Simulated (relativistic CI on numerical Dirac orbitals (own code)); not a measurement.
## Energy levels of Br VIII

Calculated at this level of theory: Dirac-Coulomb-Breit CI, orbitals from a KLI potential per configuration, a model potential for QED, unscaled Slater integrals (own radial code, finite nucleus).

CI space (outside the closed core [Ar]): 3d¹⁰, 3d⁹4s, 3d⁹4p, 3d⁸4s², 3d⁹4d, 3d⁸4s4p, 3d⁹5s, 3d⁸4p², 3d⁹5p, 3d⁹4f, 3d⁸4s4d, 3d⁹5d, 3d⁸4p4d, 3d⁹5f, 3d⁹5g, 3d⁸4d². Levels of other configurations are missing.

```
No.  Configuration  Term  J   E (eV)    %  Next component (%)  Landé g
  1           3d¹⁰    ¹S  0    0.000  100                             
  2          3d⁹4s    ³D  3   68.797  100                        1.333
  3          3d⁹4s    ³D  2   69.139   76               24 ¹D    1.126
  4          3d⁹4s    ³D  1   69.847  100                        0.497
  5          3d⁹4s    ¹D  2   70.336   76               24 ³D    1.039
  6          3d⁹4p   ³P°  2   85.201   92               6 ³D°    1.471
  7          3d⁹4p   ³F°  3   85.859   63              30 ¹F°    1.075
  8          3d⁹4p   ³P°  1   86.257   94               5 ³D°    1.445
  9          3d⁹4p   ³F°  4   86.575  100                        1.250
 10          3d⁹4p   ³F°  2   86.603   93               5 ³D°    0.704
 11          3d⁹4p   ³P°  0   86.889  100                             
 12          3d⁹4p   ¹D°  2   87.604   65              29 ³D°    1.063
 13          3d⁹4p   ³D°  3   87.667   47              47 ¹F°    1.162
 14          3d⁹4p   ³D°  3   88.089   46              31 ³F°    1.178
 15          3d⁹4p   ¹P°  1   88.094   71              28 ³D°    0.858
 16          3d⁹4p   ³D°  1   88.566   66              28 ¹P°    0.693
 17          3d⁹4p   ³D°  2   88.746   60              34 ¹D°    1.092
 18          3d⁹4d    ³S  1  111.562   91                7 ³P    1.951
 19          3d⁹4d    ³G  5  112.710  100                        1.200
 20          3d⁹4d    ³G  4  112.731   64               35 ¹G    1.034
 21          3d⁹4d    ³P  2  112.817   76               23 ³D    1.415
 22          3d⁹4d    ¹P  1  112.827   52               29 ³P    1.056
 23          3d⁹4d    ³D  3  113.178   77               15 ³F    1.253
 24          3d⁹4d    ³G  3  113.316   57               21 ¹F    0.906
 25          3d⁹4d    ³P  0  113.319  100                             
 26          3d⁹4d    ³D  2  113.497   49               22 ¹D    1.116
 27          3d⁹4d    ³F  4  113.517   52               35 ¹G    1.137
 28          3d⁹4d    ³P  1  113.539   53               38 ¹P    1.341
 29          3d⁹4d    ¹F  3  113.939   40               35 ³G    0.932
 30          3d⁹4d    ³D  1  114.013   81               11 ³P    0.651
 31          3d⁹4d    ³F  4  114.128   46               29 ¹G    1.128
 32          3d⁹4d    ³F  2  114.456   40               28 ³D    0.944
 33          3d⁹4d    ³F  3  114.672   52               38 ¹F    1.074
 34          3d⁹4d    ¹D  2  114.702   52               46 ³F    0.856
 35          3d⁹4d    ¹S  0  123.821   91          8 3d⁹5d ¹S         
 36          3d⁹5s    ³D  3  127.354  100                        1.333
 37          3d⁹5s    ³D  2  127.494   52               48 ¹D    1.086
 38          3d⁹5s    ³D  1  128.409  100                        0.497
 39          3d⁹5s    ¹D  2  128.527   52               48 ³D    1.079
 40          3d⁹5p   ³P°  2  133.903   89               9 ³D°    1.461
 41          3d⁹5p   ³F°  3  134.138   56              36 ¹F°    1.073
 42          3d⁹5p   ³F°  4  134.404   99         1 3d⁹4f ³F°    1.250
 43          3d⁹5p   ³P°  1  134.498   65              17 ¹P°    1.345
 44          3d⁹4f   ³P°  0  134.653   96         4 3d⁹5p ³P°         
 45          3d⁹5p   ¹D°  2  134.696   38              27 ³D°    0.987
```

Energies count from the lowest computed level; ° marks odd parity.

The mean weight of the leading LS term, summed over parents, in these 45 levels is 73 %, and that of the leading jj configuration (from the same eigenvectors) 79 %.

At this charge configurations can still be misplaced by up to about 7 % of their energy.

LS names give the leading component of a level, which can be under half, so a name can repeat, a term be missing and a line seem to break the LS rules.
